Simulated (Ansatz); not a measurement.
The same path of BF2H + BrH (6 atoms, charge 0, multiplicity 1) was run twice with different band settings. Lost on the way: B1–H2, Br5–H6. Made: B1–Br5, H2–H6.

Level of theory: RHF/def2-SVP (Ansatz 0.2.0).

Relaxed end points:

```xyz
6
Properties=species:S:1:pos:R:3
B -0.017 0.585 -0.251
H -0.023 0.972 0.873
F 1.104 0.417 -0.897
F -1.130 0.345 -0.886
Br 0.097 -2.872 1.227
H 0.105 -2.532 2.593
```

```xyz
6
Properties=species:S:1:pos:R:3
B 0.020 -0.590 -0.688
H -0.001 0.307 2.635
F 1.119 0.092 -0.770
F -1.116 0.033 -0.742
Br 0.073 -2.492 -0.496
H 0.041 -0.435 2.719
```

Common settings: movable images 7; climbing image yes; spring 5.0 eV/Å²; start path through a guess of the saddle point; force threshold 0.05 eV/Å; iteration limit 60; end points relaxed.

| run | optimiser |
| --- | --- |
| 1 | quadratic models (default) |
| 2 | fire |

What does each run give, and how far can it be trusted?

Run 1: converged after 21 iterations, highest image 2.000 eV above the first end. Neighbouring images differ by up to 1.5 eV, so the band resolves the path poorly. A vibrational analysis at the climbing image gives one clearly imaginary mode, 1343i cm⁻¹: a first-order saddle point.
Run 2: converged after 56 iterations, highest image 2.000 eV above the first end. Neighbouring images differ by up to 1.5 eV, so the band resolves the path poorly. Another band between the same ends (7 images) ends at a top of the same energy, where a vibrational analysis finds 1 clearly imaginary mode.
The orbitals stay closed-shell, which can raise the energy where a bond breaks towards radicals; this wasn't checked here.
